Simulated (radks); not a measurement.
Ca I, 20 electrons, occupied as [Ne] 3s1 3p6 4s2 4f1 (not the ground configuration). Method: Dirac Kohn-Sham, B86b exchange with PBE correlation, spin-unpolarised, spherical densities, point nucleus; open shells are shared between the two j in proportion to 2j + 1; computed with a radial shooting solver on a logarithmic mesh with Libxc functionals.

Spin-orbit splittings of the eigenvalues, e(l+1/2) - e(l-1/2), with zeta = 2 splitting/(2l+1) and mean radii in bohr:

[
 {"shell": "2p", "occ.": "6", "splitting (eV)": "3.694", "zeta (eV)": "2.463", "<r> j=l-1/2": "0.3257", "<r> j=l+1/2": "0.3283"},
 {"shell": "3p", "occ.": "6", "splitting (eV)": "0.4202", "zeta (eV)": "0.2801", "<r> j=l-1/2": "1.213", "<r> j=l+1/2": "1.220"},
 {"shell": "3d", "occ.": "0", "splitting (eV)": "0.03048", "zeta (eV)": "0.01219", "<r> j=l-1/2": "1.575", "<r> j=l+1/2": "1.577"},
 {"shell": "4p", "occ.": "0", "splitting (eV)": "0.04188", "zeta (eV)": "0.02792", "<r> j=l-1/2": "3.904", "<r> j=l+1/2": "3.920"},
 {"shell": "4f", "occ.": "1", "splitting (eV)": "1.592e-06", "zeta (eV)": "4.548e-07", "<r> j=l-1/2": "16.87", "<r> j=l+1/2": "16.87"}
]
